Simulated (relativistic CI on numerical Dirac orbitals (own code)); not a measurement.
## Ti+ in a cubic cluster: 2p photoemission with charge transfer

Computed with a charge-transfer multiplet model of a cubic metal-ligand cluster with up to one ligand hole, Slater and spin-orbit integrals from Dirac-Coulomb-Breit ions, Slater integrals scaled by 0.9. The ground state mixes d3 with configurations of k ligand holes L, whose averages lie at kΔ + k(k − 1)U_dd/2; a core hole lowers each added d electron by U_cd. 300 K, Lorentzian 0.6 eV and Gaussian 0.8 eV FWHM.

Atomic integrals in eV (Slater integrals scaled, ζ unscaled), ground: F2dd 6.085, F4dd 3.735, zeta_d 0.009; with the core hole: F2dd 8.239, F4dd 5.130, zeta_d 0.022, zeta_core 3.746, F2cd 4.410, G1cd 3.131, G3cd 1.774.

Cluster parameters (eV): Δ = 7.9, U_dd = 4.8, U_cd = 5.5, 10Dq = 0.4, 10Dq(ligand) = 0.4, final-state hopping factor = 1.

```tsv
Case	n_d	d3	d4L	S
V(eg) = 0.45 eV, V(t2g) = -0.2 eV	3.01	0.99	0.01	1.50
V(eg) = 0.75 eV, V(t2g) = -0.33 eV	3.04	0.96	0.04	1.50
V(eg) = 1.35 eV, V(t2g) = -0.59 eV	3.10	0.90	0.10	1.50
```

Weights, n_d and S are thermal averages at 300 K. Binding energies count from the first peak over 30 % of the highest in each spectrum, which can be another peak from case to case. The parameters are a model scan and need not match a compound or its usual spin state. Peaks in eV (height, largest 100):
- V(eg) = 0.45 eV, V(t2g) = -0.2 eV: 0.0 (100), 2.9 (23), 6.3 (56)
- V(eg) = 0.75 eV, V(t2g) = -0.33 eV: 0.0 (100), 3.0 (26), 6.5 (56)
- V(eg) = 1.35 eV, V(t2g) = -0.59 eV: 0.0 (100), 3.3 (21), 6.4 (54)

For the case V(eg) = 1.35 eV, V(t2g) = -0.59 eV, Δ = 7.9 eV is larger than U_dd = 4.8 eV, the Mott-Hubbard side of the Zaanen-Sawatzky-Allen scheme. With the core hole the average of the configuration with one ligand hole lies at Δ − U_cd = 2.4 eV before mixing: the effective hopping of about 2.9 eV (from the holes of the mixed ground state) is comparable with this gap or larger, so the configurations mix strongly.
